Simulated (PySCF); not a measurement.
# How methods differ on the ionisation energy of Ho⁴⁷⁺

Ho⁴⁷⁺ [Ar] 3d2 (3F) → Ho⁴⁸⁺ [Ar] 3d1 (2D), as a difference of total energies. Calculation: PySCF 2.14, in an uncontracted even-tempered set (18 s from 10 bohr⁻², ratio 2.5; 12 p from 14 bohr⁻², ratio 2.5; 7 d from 14 bohr⁻², ratio 2.5; 4 f from 47 bohr⁻², ratio 2.7; 3 g from 71 bohr⁻², ratio 2.7); the spin-free X2C one-electron Hamiltonian (Gaussian nucleus). Correlated levels: outer shells: [Ne] frozen; virtual orbitals above 40 to 60 times the deepest correlated orbital energy dropped. The calculations carry no spin-orbit coupling.

| method | ionisation energy (eV) |
| --- | --- |
| UHF | 3986.9 |
| LDA | 3985.2 |
| PBE | 3986.3 |
| PBE0 | 3986.8 |
| r2SCAN | 3988.6 |
| B97-3 | 3986.9 |
| r2SCAN0 | 3988.6 |
| MP2 (outer shells) | 3986.5 |
| SCS-MP2 (outer shells) | 3986.4 |

Spin-orbit coupling is strong in these open shells (close to jj coupling). The scalar numbers leave it out and a first-order estimate fails, so it can dominate the gap to the real levels.

Breit and QED terms and the two-electron picture change are absent.

For comparison: 4009 ± 4 eV (theoretical estimate listed by NIST; NIST Atomic Spectra Database, ionization energies).
